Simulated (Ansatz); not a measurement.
Calculated with Ansatz (gas phase, PBE0-D4/def2-TZVP geometries, no zero-point term in ΔE). CCSD(T)/CBS adds triple-zeta CCSD(T) − MP2 to the extrapolated MP2 energy (def2 sets, frozen cores). This one scheme is used for every species. DFT in def2-TZVPP. B3LYP here is the variant with VWN-RPA as its local correlation; programs differ in this. For Ge outer-core shells are correlated without core-valence functions, which leaves a few kJ/mol of doubt a bond. Scalar relativity is left out up to krypton. Each species was taken in one conformer, which may not be the lowest.

`C[SiH2][GeH2][PH2]` + CH₄ → `C[SiH2][GeH2][CH3]` + PH₃  (formal exchange of groups at a Ge–P bond)

```json
{"level": "PBE-D4", "ΔE (kcal/mol)": "13.3", "difference from CCSD(T)/CBS": "1.8"}
{"level": "r2SCAN-D4", "ΔE (kcal/mol)": "12.8", "difference from CCSD(T)/CBS": "1.3"}
{"level": "PBE0-D4", "ΔE (kcal/mol)": "13.0", "difference from CCSD(T)/CBS": "1.5"}
{"level": "B3LYP-D4", "ΔE (kcal/mol)": "12.5", "difference from CCSD(T)/CBS": "1.0"}
{"level": "ωB97X-V", "ΔE (kcal/mol)": "11.1", "difference from CCSD(T)/CBS": "-0.4"}
{"level": "ωB97M-V", "ΔE (kcal/mol)": "11.3", "difference from CCSD(T)/CBS": "-0.2"}
{"level": "B2PLYP", "ΔE (kcal/mol)": "11.4", "difference from CCSD(T)/CBS": "-0.1"}
{"level": "PBE", "ΔE (kcal/mol)": "12.7", "difference from CCSD(T)/CBS": "1.2"}
{"level": "r2SCAN", "ΔE (kcal/mol)": "12.6", "difference from CCSD(T)/CBS": "1.1"}
{"level": "PBE0", "ΔE (kcal/mol)": "12.4", "difference from CCSD(T)/CBS": "0.9"}
{"level": "B3LYP", "ΔE (kcal/mol)": "11.5", "difference from CCSD(T)/CBS": "0.0"}
{"level": "HF/def2-TZVPP", "ΔE (kcal/mol)": "10.1", "difference from CCSD(T)/CBS": "-1.4"}
{"level": "MP2/def2-TZVPP", "ΔE (kcal/mol)": "11.3", "difference from CCSD(T)/CBS": "-0.2"}
{"level": "SCS-MP2/def2-TZVPP", "ΔE (kcal/mol)": "10.6", "difference from CCSD(T)/CBS": "-0.9"}
{"level": "CCSD/def2-TZVPP", "ΔE (kcal/mol)": "10.3", "difference from CCSD(T)/CBS": "-1.2"}
{"level": "CCSD(T)/def2-TZVPP", "ΔE (kcal/mol)": "10.7", "difference from CCSD(T)/CBS": "-0.8"}
{"level": "HF/def2-QZVPP", "ΔE (kcal/mol)": "10.1", "difference from CCSD(T)/CBS": "-1.4"}
{"level": "MP2/def2-QZVPP", "ΔE (kcal/mol)": "11.7", "difference from CCSD(T)/CBS": "0.2"}
{"level": "SCS-MP2/def2-QZVPP", "ΔE (kcal/mol)": "10.9", "difference from CCSD(T)/CBS": "-0.6"}
{"level": "HF/CBS(def2)", "ΔE (kcal/mol)": "10.1", "difference from CCSD(T)/CBS": "-1.4"}
{"level": "MP2/CBS(def2)", "ΔE (kcal/mol)": "12.1", "difference from CCSD(T)/CBS": "0.6"}
{"level": "CCSD/CBS(def2)", "ΔE (kcal/mol)": "11.1", "difference from CCSD(T)/CBS": "-0.4"}
{"level": "CCSD(T)/CBS", "ΔE (kcal/mol)": "11.5", "difference from CCSD(T)/CBS": "0"}
```

Largest T1 diagnostic among the species: 0.013.

The D4 term adds +1.0 kcal/mol with B3LYP and +0.5 kcal/mol with PBE0; it sums over pairs of atoms, weighted by their polarisabilities, and B3LYP, whose exchange is more repulsive, gets the larger term.
